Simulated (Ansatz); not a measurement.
The same path of H3P + H4O2Sn (11 atoms, charge 0, multiplicity 1) was run twice with different band settings. Lost on the way: Sn1–O2, P8–H11. Made: Sn1–P8, O2–H11.

Theory: RKS PBE0-D4/def2-SVP in Ansatz 0.2.0.

Relaxed end points:

```xyz
11
Properties=species:S:1:pos:R:3
Sn -0.095 -0.406 -0.079
O -0.157 -0.323 1.905
H -1.041 -0.160 2.252
H 1.554 -0.539 -0.454
O -0.714 1.328 -0.830
H -1.664 1.357 -0.987
H -1.165 -1.633 -0.625
P 1.426 3.151 1.685
H 2.551 2.547 1.042
H 0.584 2.999 0.541
H 0.988 1.915 2.254
```

```xyz
11
Properties=species:S:1:pos:R:3
Sn -0.037 0.599 -0.049
O 0.547 -0.446 2.543
H -0.285 -0.759 2.915
H 1.144 -0.589 -0.403
O -0.475 1.534 -1.773
H -0.912 0.955 -2.407
H -1.532 -0.031 0.523
P 0.791 2.551 1.298
H 2.073 2.531 0.671
H 0.245 3.499 0.382
H 0.708 0.389 3.004
```

Common settings: movable images 5; climbing image yes; spring 5.0 eV/Å²; optimiser quadratic models (default); start path through a guess of the saddle point; iteration limit 60; end points relaxed.

| run | force threshold |
| --- | --- |
| 1 | 0.05 eV/Å |
| 2 | 0.2 eV/Å |

(1) What does each run give, and how far can it be trusted?

Answers

(1) Run 1: converged after 26 iterations, highest image 1.071 eV above the first end. A vibrational analysis at the climbing image gives one clearly imaginary mode, 1162i cm⁻¹: a first-order saddle point.
Run 2: converged after 12 iterations, highest image 1.088 eV above the first end. The threshold of 0.2 eV/Å is loose, so the images may lie well off the minimum-energy path. The order of the point at the top wasn't checked.
The orbitals stay closed-shell, which can raise the energy where a bond breaks towards radicals; this wasn't checked here.
